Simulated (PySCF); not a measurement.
C5H4O2, SMILES C=C=C1OCC1=O.

Geometry: PBE0-D3(BJ)/def2-SVP. This is a generated structure with no PubChem entry under its InChIKey; it may be hypothetical.

Two levels are set side by side: TDDFT-PBE/def2-SVPD (PySCF) and TDDFT-LC-ωPBE/def2-SVPD (PySCF). Vertical, same geometry. The lowest singlet is HOMO−1→LUMO 100 % with PBE and HOMO−1→LUMO 86 % with the other functional; states are paired by order. Differences are taken from unrounded values.

```csv
quantity,TDDFT-LC-ωPBE,TDDFT-PBE,TDDFT-PBE minus TDDFT-LC-ωPBE
lowest singlet excitation (eV),4.13,3.70,-0.43
lowest triplet excitation (TDA) (eV),3.17,2.69,-0.48
first bright state (f over 0.05) (eV),5.13,3.85,-1.28
its oscillator strength,0.19,0.05,-0.14
```

Functionals without exact exchange tend to place singlet excitations lower, as here. Differences between two approximate levels are no errors against the true value.

Rough cost on one machine, each run with all the roots and properties that it gave: TDDFT-LC-ωPBE against TDDFT-PBE about 7 times.
